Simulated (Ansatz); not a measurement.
Computed with Ansatz on PBE0-D4/def2-TZVP structures; ΔE is electronic, products minus reactants. CCSD(T)/CBS adds triple-zeta CCSD(T) − MP2 to the extrapolated MP2 energy (def2 sets, frozen cores). This one scheme is used for every species, atoms too. Functionals use def2-TZVPP. B3LYP here is the variant with VWN-RPA as its local correlation; programs differ in this. HSE06 is defined as in plane-wave codes. No spin–orbit coupling; open shells (•) take unrestricted orbitals. Spin–orbit coupling would lower the free atoms: a little for Al, Cl; clearly for Br. For Br outer-core shells are correlated without core-valence functions, so the limit isn't a true one: a few kJ/mol of doubt a bond, and 10 to 20 or more in all where bonds break to atoms. Scalar relativity is left out up to krypton.

Consider the atomization: `[Cl][Al][Br]`• → Al• + Br• + Cl•.

```json
{"level": "r2SCAN-D4", "ΔE (kcal/mol)": "188.0"}
{"level": "B3LYP-D4", "ΔE (kcal/mol)": "175.6"}
{"level": "CAM-B3LYP-D4", "ΔE (kcal/mol)": "175.5"}
{"level": "BLYP", "ΔE (kcal/mol)": "169.9"}
{"level": "HSE06", "ΔE (kcal/mol)": "180.5"}
{"level": "LC-ωPBE", "ΔE (kcal/mol)": "178.4"}
{"level": "RPA@PBE/def2-TZVPP", "ΔE (kcal/mol)": "154.8"}
{"level": "CCSD/def2-TZVPP", "ΔE (kcal/mol)": "169.0"}
```

Problem. What does CCSD(T)/CBS give? (Estimate.)

Solution. Computed: +181.9 kcal/mol. The listed levels differ from it by 6.1, -6.3, -6.4, -12.0, -1.4, -3.5, -27.1, -12.9 kcal/mol.

Largest T1 diagnostic among the species: 0.018.

From PBE to PBE0 (25 % exact exchange), in def2-TZVPP and without D4, ΔE moves by −1.7 kcal/mol: exact exchange takes away binding that semilocal exchange gives to molecules. Leaving LDA and LC-ωPBE aside and taking each functional with its dispersion term where it has one, the values, not all of them listed here, spread over 15.3 kcal/mol, from BHLYP-D4 to r2SCAN-D4. LDA lies +23.2 kcal/mol from PBE without D4, its usual overbinding.

For atomizations the MP2-based limit and the directly extrapolated one differ by several kJ/mol either way, and by 10 to 25 for some Ge, Se and Sn compounds, so smaller differences from it don't rank the levels.
